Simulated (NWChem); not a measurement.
System: C4H4ClF; SMILES CC(Cl)=C=CF

Program: NWChem. Pople sets run with spherical d functions. All runs use the structure optimised with PBE-D3(BJ)/def2-SVP. Level: M06-2X/6-31G* with COSMO at NWChem's default radii, gas-phase geometry; rows give the dielectric constant.

For dielectric constant 2.4:

```yaml
electrostatic solvation energy (kcal/mol): -1.8
dipole in solution (D): 2.36
```

Q: How do the values read with dielectric constant 46.7 instead?

A: electrostatic solvation energy (kcal/mol): -3.3
dipole in solution (D): 2.58
